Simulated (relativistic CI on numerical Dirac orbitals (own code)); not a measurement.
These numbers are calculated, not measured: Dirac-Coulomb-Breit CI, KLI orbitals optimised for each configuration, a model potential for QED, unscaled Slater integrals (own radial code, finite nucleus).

The strongest absorption lines from the ground level of an ion, among the configurations computed and to levels below about 185 eV (vacuum wavelength in nm, gf): 6.7145 (0.056), 6.9227 (0.073), 7.0525 (0.049), 8.1110 (0.073), 8.1679 (0.14), 8.2270 (0.23), 8.2755 (0.37), 8.5919 (0.14).

**Question.** Which ion is it?
A. Er²⁷⁺
B. Hf³¹⁺
C. Gd²³⁺
D. Er²⁹⁺

**Answer.** A. Er²⁷⁺ has 41 electrons and the ground level 4s²4p⁶4d⁵ ⁶S5/2; the strongest line goes to 4s²4p⁵4d⁶ ⁶P°5/2. The pattern of lines fixes the number of electrons, and along that sequence the line energies rise steadily with the charge (about as its square where n changes within one kind of shell, about linearly where n is kept but much faster in heavy ions where fine structure, which grows about as Z⁴, sets the gap, and irregularly where shells cross), which fixes Z. Configurations outside the model, such as inner-shell arrays, can give stronger lines. At this charge energies of transitions that change n are usually good to better than 1 %, and those within a shell (Δn = 0) to a few per cent. Terms inside the open d or f shell come out 10 to 20 % too wide with unscaled integrals.

LS names give the leading component of a level, which can be under half, so a name can repeat, a term be missing and a line seem to break the LS rules.
